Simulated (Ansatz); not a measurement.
```yaml
crystal:
  periodic: [false, false, false]
  atoms:
    - {symbol: S, position_ang: [-1.770115, 0.403891, 0.325745]}
    - {symbol: B, position_ang: [-0.023913, 0.455844, 0.048708]}
    - {symbol: B, position_ang: [0.873854, -0.951246, -0.008123]}
    - {symbol: Cl, position_ang: [1.084585, -1.773836, -1.536466]}
    - {symbol: H, position_ang: [-2.042506, 1.720382, 0.290494]}
    - {symbol: H, position_ang: [0.503995, 1.519921, -0.091953]}
    - {symbol: H, position_ang: [1.435299, -1.442957, 0.925997]}
basis:
  gaussian: {orbitals: cc-pVTZ-PP}
hamiltonian: {xc: {name: PBE0}}
```

```sh
$ ansatz run in.yaml --threads 2 --pin off --events-out ev --progress --plain --max-ram 4352MiB
```

Shortened log:

```
Functional definition: PBE0
Error: <dir> the basis set cc-pVTZ-PP has no functions for S
```

(1) What is wrong with this run?

## Answers

(1) The basis set is misnamed or doesn't suit the job. The program refused the input.
